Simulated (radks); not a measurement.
Values are calculated unless marked as measured or tabulated.
Question: Level of theory: Dirac Kohn-Sham, PBE, spin-unpolarised, spherical densities, point nucleus; open shells fill j = l - 1/2 first (a radial shooting solver on a logarithmic mesh with Libxc functionals). Each species is in its NIST ground configuration. Rank Sm2+, Lu2+, Dy2+, La2+, Eu2+, Pr2+, Tm2+, Ho2+, Pm2+, Ce2+, Yb2+, Er2+, Tb2+, Nd2+, Gd2+ by Delta-SCF ionisation energy (eV), largest first.

Answer: Yb2+ 25.890, Tm2+ 25.751, Er2+ 25.568, Ho2+ 25.339, Dy2+ 25.060, Tb2+ 24.725, Sm2+ 23.922, Eu2+ 23.864, Pm2+ 23.277, Nd2+ 22.530, Pr2+ 21.660, Lu2+ 21.067, Ce2+ 20.635, Gd2+ 20.023, La2+ 19.084.
